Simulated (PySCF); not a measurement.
The numbers below are computed, except where a source is named.
## CH7OSi2

The system: CH7OSi2, a small molecule (built as: C site whose three back bonds go to SiH3, SiH3, OH); neutral, doublet. The structure, one conformer, was relaxed in the gas phase by PBE0-D3(BJ)/def2-SVP. No frequency run checks that it is a minimum.

SMILES: O[C]([SiH3])[SiH3]

```xyz
11

C     0.036   -0.467    0.025
Si    1.345    0.741   -0.529
Si   -1.678   -0.019    0.619
O     0.249   -1.809   -0.055
H     0.993    2.112   -0.063
H     1.510    0.756   -2.021
H     2.672    0.323    0.036
H    -1.957   -0.618    1.962
H    -1.763    1.470    0.710
H    -2.730   -0.511   -0.326
H     1.157   -2.003   -0.320
```
Atom numbers follow the order of the file, from 1.

EPR values by unrestricted B3LYP, IGLO-III on C O Si, pcH-1 on H.

Q: Predict g and the largest hyperfine couplings. Where does the spin sit?

A: g = 2.0021, 2.0035, 2.0047. The spin sits on C1 (79 %, bonded to 1 O + 2 Si) by Mulliken populations.
```json
{"atom": "C1", "isotope": "13C", "isotropic (MHz)": "60.5", "dipolar, principal values (MHz)": "-62.3, -60.7, 123.0"}
{"atom": "O4", "isotope": "17O", "isotropic (MHz)": "-19.6", "dipolar, principal values (MHz)": "-64.4, 31.4, 33.0"}
{"atom": "H6", "isotope": "1H", "isotropic (MHz)": "72.3", "dipolar, principal values (MHz)": "-2.9, -1.8, 4.7"}
{"atom": "H10", "isotope": "1H", "isotropic (MHz)": "55.2", "dipolar, principal values (MHz)": "-2.8, -2.0, 4.7"}
{"atom": "H8", "isotope": "1H", "isotropic (MHz)": "48.3", "dipolar, principal values (MHz)": "-2.8, -2.1, 4.9"}
{"atom": "Si3", "isotope": "29Si", "isotropic (MHz)": "40.3", "dipolar, principal values (MHz)": "-1.4, -0.9, 2.3"}
```

Q: How do the isotropic couplings move with BHandHLYP?

A: C1 60.5 to 85.7 MHz, O4 -19.6 to -30.6 MHz, H6 72.3 to 69.0 MHz, H10 55.2 to 52.3 MHz.

The 2 runs behind this took 81 s in all, one thread each of Arm Neoverse V1 on a shared host, launched as `OMP_NUM_THREADS=1 python cluster_run.py task.json out`.
